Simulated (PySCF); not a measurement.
# Excitation energy of In²⁺ by level of theory

In²⁺ [Kr] 4d10 5s1 (2S) → In²⁺ [Kr] 4d10 5p1 (2P), as a difference of total energies. All numbers are calculated (PySCF 2.14, scalar relativity by spin-free X2C-1e, in x2c-QZVPPall with one added diffuse shell each of s, p, d, f type (14s10p8d5f1g, 128 functions)). The calculations carry no spin-orbit coupling.

| method | excitation energy (cm⁻¹) |
| --- | --- |
| UHF | 56546 |
| wB97M-V | 58093 |
| HSE06 | 59117 |
| M06-2X | 58151 |
